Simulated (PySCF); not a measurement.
Ga(H)2(nBu), C4H11Ga, SMILES CCC[CH2][GaH2], GFN2-xTB optimised geometry.

```
16

Ga    -2.43     0.76     0.00
H     -3.41     2.01     0.00
H     -3.21    -0.63     0.02
C     -0.40     0.76     0.00
C      0.02    -0.68     0.33
C      1.53    -0.94     0.17
C      2.36    -0.16     1.18
H      0.01     1.05    -0.97
H      0.00     1.46     0.74
H     -0.28    -0.93     1.35
H     -0.52    -1.37    -0.34
H      1.71    -2.01     0.30
H      1.83    -0.67    -0.84
H      2.04    -0.39     2.20
H      2.27     0.91     1.03
H      3.41    -0.43     1.09
```

Density from PBE0/def2-TZVP run with PySCF at that geometry.

Minimum of the electron density along straight lines between bonded atoms, close to the bond critical point (lines longer than 1.1 times the sum of covalent radii, or with two minima, are not listed):

| bond | length / Å | ρ at the minimum / e bohr⁻³ | ∇²ρ there / e bohr⁻⁵ | position (fraction from the first atom) |
|---|---|---|---|---|
| Ga1–H2 | 1.590 | 0.111 | 0.14 | 0.60 |
| Ga1–H3 | 1.587 | 0.111 | 0.14 | 0.60 |
| Ga1–C4 | 2.037 | ___ | 0.14 | 0.47 |
| C4–C5 | 1.535 | 0.240 | ___ | 0.50 |
| C5–C6 | 1.530 | 0.246 | -0.61 | 0.50 |
| C6–C7 | 1.525 | 0.246 | -0.61 | 0.50 |
| C4–H8 | 1.097 | 0.270 | -0.89 | 0.64 |
| C4–H9 | 1.095 | 0.272 | -0.90 | 0.64 |
| C5–H10 | 1.097 | 0.275 | -0.93 | 0.64 |
| C5–H11 | 1.100 | 0.275 | -0.93 | 0.64 |
| C6–H12 | 1.093 | 0.278 | -0.95 | 0.64 |
| C6–H13 | 1.093 | 0.278 | -0.95 | 0.64 |
| C7–H14 | 1.088 | 0.278 | -0.95 | 0.64 |
| C7–H15 | 1.087 | 0.280 | -0.96 | 0.64 |
| C7–H16 | 1.088 | 0.279 | -0.95 | 0.64 |

### Question
Fill in the missing entries.

### Answer

- Ga1–C4, ρ at the minimum / e bohr⁻³: 0.103
- C4–C5, ∇²ρ there / e bohr⁻⁵: -0.57
